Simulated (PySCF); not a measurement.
Bonds (- single, = double, # triple, : aromatic): F1-C2 1.363 Å, C2=C3 1.327 Å, C3-Si4 1.886 Å, C2-Si5 1.898 Å, Si5-P6 2.239 Å. C3 carries H7; Si4 carries H8, H9, H10; Si5 carries H11, H12; P6 carries H13, H14. Stereochemistry as in F/C(=C\[SiH3])[SiH2]P.

[PySCF: σ from GIAO-PBE0/pcSseg-1; GFN2-xTB geometry; single conformer; in vacuum; relativity neglected; equivalent nuclei averaged]

Scale: TMS for $^{13}$C (186.93 ppm), $^{1}$H (31.72 ppm), $^{29}$Si (349.16 ppm); $^{19}$F (170.95 ppm) vs CFCl3; H3PO4 for $^{31}$P (318.38 ppm) (reference shieldings calculated alike).

```json
{"atoms": "H11/H12", "nucleus": "$^{1}$H", "count": "2", "δ (ppm)": "4.75"}
{"atoms": "Si5", "nucleus": "$^{29}$Si", "count": "1", "δ (ppm)": "?"}
{"atoms": "H8/H9/H10", "nucleus": "$^{1}$H", "count": "3", "δ (ppm)": "?"}
{"atoms": "Si4", "nucleus": "$^{29}$Si", "count": "1", "δ (ppm)": "-91.8"}
{"atoms": "H13/H14", "nucleus": "$^{1}$H", "count": "2", "δ (ppm)": "1.10"}
{"atoms": "C2", "nucleus": "$^{13}$C", "count": "1", "δ (ppm)": "187.0"}
{"atoms": "C3", "nucleus": "$^{13}$C", "count": "1", "δ (ppm)": "?"}
{"atoms": "H7", "nucleus": "$^{1}$H", "count": "1", "δ (ppm)": "5.59"}
{"atoms": "P6", "nucleus": "$^{31}$P", "count": "1", "δ (ppm)": "-309.9"}
{"atoms": "F1", "nucleus": "$^{19}$F", "count": "1", "δ (ppm)": "-59.1"}
```

Complete the table.

Answers


- C3: 121.4 ppm, alkene CH; an sp2 carbon of a C=C bond
- H8/H9/H10: 4.23 ppm, hydrogen on a silicon bonded to C
- Si5: -58.9 ppm, silicon bonded to C, P, 2 H

Shifts are as computed. Against solution values, carbons near 30 ppm lie about +3 ppm off and those near 130 ppm about +5 ppm. Of 1211 compounds with measured shifts, 218 miss one by over three times the rms of a fit or turn the order of signals round; such compounds aren't used in these exercises. Unscaled 19F shifts against computed CFCl3 carry errors that often reach 10 to 50 ppm. Experimental scales use liquid or dissolved standards, which lie at an offset from isolated H3PO4.
